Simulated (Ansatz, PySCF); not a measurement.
Spin states of H3Ta (SMILES [TaH3]), each relaxed with B3LYP-D3(BJ)/def2-TZVP.
State 1 (charge 0, multiplicity 3):
```xyz
4

Ta    -0.034     0.011    -0.022
H     -1.776    -0.149    -0.462
H      0.660    -0.810     1.402
H      1.093     1.015    -0.973
```
State 2 (charge 0, multiplicity 1):
```xyz
4

Ta    -0.0145     0.0166    -0.0141
H     -1.7262    -0.1452    -0.4505
H      0.6216    -0.8289     1.4097
H      1.0611     1.0244    -1.0011
```

Singlets are restricted, other states unrestricted; no spin–orbit coupling, no relativity up to Kr; see below for the cores. The largest T1 diagnostic is 0.024.

Correlated levels freeze the inner cores; with def2 sets outer-core shells near the valence are correlated too. CBS: X⁻³ extrapolation of the correlation energy, Hartree–Fock from the larger set.

The values were computed with Ansatz (a quantum-chemistry and plane-wave program) with Gaussian orbitals; PySCF for the dispersion terms.  In def2 rows elements past Kr take small-core potentials, without spin–orbit coupling.

```tsv
level	energy of the multiplicity-1 state less that of the multiplicity-3 state (kcal/mol)
SVWN5/def2-TZVPP	12.67
BLYP-D3(BJ)/def2-TZVPP	10.36
r2SCANh/def2-TZVPP	20.37
B3LYP/def2-TZVPP	11.73
PBE0-D4/def2-TZVPP	17.15
CAM-B3LYP-D4/def2-TZVPP	12.87
B2PLYP/def2-TZVPP	11.53
CCSD(T)/def2-TZVPP	[?]
CCSD(T)/CBS(def2-SVP, def2-TZVPP)	[?]
```

Question: Some entries are withheld; supply them.

Answer: 
- CCSD(T)/def2-TZVPP, energy of the multiplicity-1 state less that of the multiplicity-3 state (kcal/mol): 9.96
- CCSD(T)/CBS(def2-SVP, def2-TZVPP), energy of the multiplicity-1 state less that of the multiplicity-3 state (kcal/mol): 9.55

Doubts at one or more of the structures used: a restricted determinant that unrestricted orbitals would lower (B2PLYP/def2-TZVPP, CCSD(T)/def2-TZVPP, CCSD(T)/CBS(def2-SVP, def2-TZVPP)).
